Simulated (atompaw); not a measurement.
## phosphorus: one change to a PAW (atompaw) potential, before and after

- Element: phosphorus (P)
- Generator: atompaw 4.2.0.5
- Type: PAW
- Functional: LDA (PW92)
- Relativity: scalar-relativistic
- Frozen core: [Ne]
- Valence charge: 5
- Reference configuration: 3s2 3p1 (charge +2)
- Partial waves: 3s (bound): rc 1.90 bohr; 3s channel at -0.45 Ry: rc 1.85 bohr; 3p (bound): rc 1.90 bohr; 3p channel at 1.5 Ry: rc 1.90 bohr; 3d channel at 0.05 Ry: rc 1.90 bohr; 3d channel at 0.7 Ry: rc 1.90 bohr
- Local potential: bessel scheme, radius 1.40 bohr
- Core correction: smooth core density matched at 1.70 bohr
- Augmentation charge: besselshape compensation charge, radius 1.85 bohr; PAW radius 1.90 bohr; waves and projectors: custom polynom vanderbiltortho

Change: local potential bessel scheme, radius 0.90 bohr.

Cutoffs: the cutoffs (Ry, on a coarse ladder) from which the occupation-weighted sum of valence levels, in a spherical-Bessel basis at the reference potential, stays within 10 and 1 mRy of its value at 400 Ry; they do not see the model core or the augmentation charge, which bear on the density cutoff.

Question: What does the change do?

Answer: The potential gets softer (12 Ry and 18 Ry → 10 Ry and 18 Ry); neither file shows a bound ghost.

| quantity | base | changed |
| --- | --- | --- |
| cutoff, loose | 12 Ry | 10 Ry |
| cutoff, tight | 18 Ry | 18 Ry |
| bound ghosts | none | none |
| s: phases at 1.90 bohr within 0.05 rad from the reference energy up to (Ry; the scan ends near 5) | 4.4 | 4.5 |
| p: phases at 1.90 bohr within 0.05 rad from the reference energy up to (Ry; the scan ends near 5) | to the end of the scan | to the end of the scan |
| d: phases at 1.90 bohr within 0.05 rad from the reference energy up to (Ry; the scan ends near 5) | to the end of the scan | to the end of the scan |
| lowest overlap eigenvalue by channel | s 0.31, p 0.76, d 0.95 | s 0.21, p 0.72, d 0.95 |

 The cutoffs see the waves, projectors and local potential, not the compensation charge or the core.
